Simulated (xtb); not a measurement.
BiBr₂ (SMILES [Br][Bi+][Br]), charge +1, singlet, geometry from GFN2-xTB (such geometries of metal compounds can be far from the true shape); GFN-FF (xtb).

The xtb input:
```
$ xtb mol.xyz --gfnff --chrg 1 --json

# file mol.xyz
3

Bi     0.67128196     0.35682079     0.22193400
Br    -1.13430237     0.94178527    -1.43414805
Br    -0.45759485    -1.78796029     0.90784742
```

What the program printed (banner, timings and long lists left out):

```
   ID    Z sym.   atoms
    1   83 Bi     1
    2   35 Br     2, 3

           -------------------------------------------------
          |                Calculation Setup                |
           -------------------------------------------------

          ==================== Thresholds ====================
          CN  :   150.00000
          rep :   500.00000
          disp:  2500.00000
          HB1 :   250.00000
          HB2 :   450.00000

          Pauling EN used:
          Z :35  EN :  2.96
          Z :83  EN :  2.02
          electric field strengths (au): 0.000

           -------------------------------------------------
          |           Force Field Initialization            |
           -------------------------------------------------

          distances ...
          ----------------------------------------
          generating topology and atomic info file ...
          pair mat ...
          computing topology distances matrix with Floyd-Warshall algo ...
          making topology EEQ charges ...
          #fragments for EEQ constrain: 1
          ----------------------------------------
          generating topology and atomic info file ...
          pair mat ...
          computing topology distances matrix with Floyd-Warshall algo ...
          making topology EEQ charges ...
          #fragments for EEQ constrain: 1
          rings ...
          # BATM   0
          # H in HB   0

  atom   neighbors  erfCN metchar sp-hybrid imet pi  qest     coordinates
    1  Bi      2    1.92   0.01         2    0    0   0.453    1.268539    0.674294    0.419394
    2  Br      1    0.99   0.00         0    0    0   0.274   -2.143521    1.779716   -2.710147
    3  Br      1    0.99   0.00         0    0    0   0.274   -0.864729   -3.378755    1.715583

          #atoms :   3
          #bonds :   2
          #angl  :   1
          #tors  :   0
          #nmol  :   1
          #optfrag :   1
           -------------------------------------------------
          |                   G F N - F F                   |
          |          A general generic force-field          |
          |                  Version 1.0.3                  |
           -------------------------------------------------
          Number of HB bonds (bound hydrogen)     0
          Number of HB bonds (unbound hydrogen)   0
          Number of XB bonds                      0

         :::::::::::::::::::::::::::::::::::::::::::::::::::::
         ::                     SUMMARY                     ::
         :::::::::::::::::::::::::::::::::::::::::::::::::::::
         :: total energy               1.304141494677 Eh    ::
         :: gradient norm              0.019200588796 Eh/a0 ::
         ::.................................................::
         :: bond energy               -0.098689807118 Eh    ::
         :: angle energy               0.000692549629 Eh    ::
         :: torsion energy             0.000000000000 Eh    ::
         :: repulsion energy           0.018188459808 Eh    ::
         :: electrostat energy         1.385763336583 Eh    ::
         :: dispersion energy         -0.001813044225 Eh    ::
         :: HB energy                  0.000000000000 Eh    ::
         :: XB energy                  0.000000000000 Eh    ::
         :: bonded atm energy          0.000000000000 Eh    ::
         :: external energy            0.000000000000 Eh    ::
         :: add. restraining           0.000000000000 Eh    ::
         :: total charge               1.000000000000 e     ::
         :::::::::::::::::::::::::::::::::::::::::::::::::::::

           -------------------------------------------------
          |                Property Printout                |
           -------------------------------------------------

molecular dipole:
                 x           y           z       tot (Debye)
 q only:       -0.230      -0.122      -0.076       0.690

           -------------------------------------------------
          | TOTAL ENERGY                1.304141494677 Eh   |
          | GRADIENT NORM               0.019200588796 Eh/α |
           -------------------------------------------------
########################################################################
[WARNING] Runtime exception occurred
-1- gfnff_setup: Could not read topology file.
########################################################################

normal termination of xtb
```
